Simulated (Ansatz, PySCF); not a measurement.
Species: C$_{2}$H$_{11}$NSi$_{2}$ (charge 0, singlet). 
Structure (B3LYP-D3(BJ)/def2-TZVP (Ansatz, an electronic-structure program) minimum search):
```xyz
16

Si    -0.8459    -0.0418    -0.6036
C     -1.9028     1.5025    -0.5686
C     -1.2846    -1.2034     0.7954
N      0.8361     0.3655    -0.4473
Si     2.0253    -0.2735     0.6297
H     -1.0931    -0.7284    -1.9017
H     -2.9581     1.2571    -0.7111
H     -1.6159     2.1951    -1.3636
H     -1.7987     2.0250     0.3849
H     -2.3316    -1.5046     0.7178
H     -0.6788    -2.1117     0.7731
H     -1.1453    -0.7264     1.7679
H      1.1956     1.0267    -1.1215
H      2.2239    -1.7351     0.4591
H      3.3062     0.4178     0.3505
H      1.6568    -0.0550     2.0501
```

PBE beside other levels, property by property. Valence correlation only, unless marked. UHF or UKS for open shells. No spin-orbit coupling. Non-relativistic. Basis-set limits of correlation are two-point, X^-3; Hartree-Fock from the larger set. [CCSD(T)-MP2]/basis is that difference in the basis named. Rows marked 298 K are enthalpies with B3LYP-D3(BJ) harmonic zero-point and thermal terms from PySCF. Atomisation energies are electronic, to ground-state atoms; the column to compare with has the core term from cc-pwCVTZ added, other frozen-core levels have none. Vertical energies are electronic, to the SCF solution reached for that spin. The coupled-cluster column (Ansatz) is a level with limits of its own: (a) RI-MP2/CBS(aug-cc-pV(T+d)Z,aug-cc-pV(Q+d)Z)+[CCSD(T)-MP2]/aug-cc-pV(T+d)Z; (b) CCSD(T)/CBS(cc-pV(T+d)Z,cc-pV(Q+d)Z).

```json
[
 {"property": "vertical triplet-singlet gap (eV)", "PBE/def2-TZVPD (Ansatz)": "5.26", "r2SCAN-D4/def2-TZVPD (Ansatz + dftd4)": "5.47", "wB97X-V/def2-TZVPD (Ansatz)": "6.22", "B2PLYP-D3(BJ)/def2-TZVPD (Ansatz + dftd3)": "5.93", "coupled cluster": "6.03 (a)"},
 {"property": "H-Si bond dissociation enthalpy, 298 K, to C[Si](C)N[SiH3] + H atom (kcal/mol)", "PBE/def2-TZVPD (Ansatz)": "85.9", "r2SCAN-D4/def2-TZVPD (Ansatz + dftd4)": "88.3", "wB97X-V/def2-TZVPD (Ansatz)": "93.4", "B2PLYP-D3(BJ)/def2-TZVPD (Ansatz + dftd3)": "90.9", "coupled cluster": "94.0 (b)"},
 {"property": "proton affinity at N, enthalpy at 298 K, to C[SiH](C)[NH2+][SiH3] (kcal/mol)", "PBE/def2-TZVPD (Ansatz)": "214.7", "r2SCAN-D4/def2-TZVPD (Ansatz + dftd4)": "214.3", "wB97X-V/def2-TZVPD (Ansatz)": "215.4", "B2PLYP-D3(BJ)/def2-TZVPD (Ansatz + dftd3)": "214.2", "coupled cluster": "213.9 (b)"},
 {"property": "atomisation energy (kcal/mol)", "PBE/def2-TZVPD (Ansatz)": "1345.1", "r2SCAN-D4/def2-TZVPD (Ansatz + dftd4)": "1348.4", "wB97X-V/def2-TZVPD (Ansatz)": "1357.8", "B2PLYP-D3(BJ)/def2-TZVPD (Ansatz + dftd3)": "1338.6", "coupled cluster": "1356.9 (b)"},
 {"property": "N-Si bond dissociation enthalpy, 298 K, to C[SiH]C + [NH][SiH3] (kcal/mol)", "PBE/def2-TZVPD (Ansatz)": "103.5", "r2SCAN-D4/def2-TZVPD (Ansatz + dftd4)": "105.5", "wB97X-V/def2-TZVPD (Ansatz)": "112.8", "B2PLYP-D3(BJ)/def2-TZVPD (Ansatz + dftd3)": "111.3", "coupled cluster": "114.9 (a)"},
 {"property": "vertical ionisation energy to the doublet (eV)", "PBE/def2-TZVPD (Ansatz)": "8.76", "r2SCAN-D4/def2-TZVPD (Ansatz + dftd4)": "8.90", "wB97X-V/def2-TZVPD (Ansatz)": "9.36", "B2PLYP-D3(BJ)/def2-TZVPD (Ansatz + dftd3)": "9.27", "coupled cluster": "9.55 (a)"}
]
```

As the rows show:
- vertical triplet-singlet gap: PBE lies 0.77 eV below coupled cluster.
- H-Si bond dissociation enthalpy, 298 K, to C[Si](C)N[SiH3] + H atom: PBE lies 8.1 kcal/mol below coupled cluster.
- proton affinity at N, enthalpy at 298 K, to C[SiH](C)[NH2+][SiH3]: PBE lies 0.8 kcal/mol above coupled cluster.
- atomisation energy: PBE lies 11.8 kcal/mol below coupled cluster.
- N-Si bond dissociation enthalpy, 298 K, to C[SiH]C + [NH][SiH3]: PBE lies 11.4 kcal/mol below coupled cluster.
- vertical ionisation energy to the doublet: PBE lies 0.79 eV below coupled cluster.
